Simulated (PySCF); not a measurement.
Mapped SMILES: `[F:1][C:2]([SiH3:3])([SiH3:4])[SiH3:5]`. Each H is labelled by its parent atom.

PySCF 2.14.0 with density-fitted response routines calculation with shielding tensors at PBE0/pcSseg-1 (GIAO) and geometry: GFN2-xTB; single conformer, isolated molecule, non-relativistic Hamiltonian, one averaged value for each set of equivalent atoms.

δ = σ(ref) − σ, references computed at the same level: $^{13}$C, $^{1}$H, $^{29}$Si vs TMS; CFCl3 for $^{19}$F.

```tsv
atoms	nucleus	count	Hirshfeld charge	δ (ppm)
Si3/Si4/Si5	$^{29}$Si	3	0.30	-66.3
H(Si3)/H(Si4)/H(Si5)	$^{1}$H	9	-0.07	4.21
F1	$^{19}$F	1	-0.12	?
C2	$^{13}$C	1	-0.15	?
```

Problem. Complete the table.

Solution. 
- C2: 82.4 ppm, fully substituted sp3 carbon bonded to F and 3 Si; deshielded by the electronegative neighbour
- F1: -294.8 ppm, fluorine on an sp3 carbon

Shifts are as computed. Against solution values, carbons near 30 ppm lie about +3 ppm off and those near 130 ppm about +5 ppm. Of 1211 compounds with measured shifts, 218 miss one by over three times the rms of a fit or turn the order of signals round; such compounds aren't used in these exercises. Unscaled 19F shifts against computed CFCl3 carry errors that often reach 10 to 50 ppm.
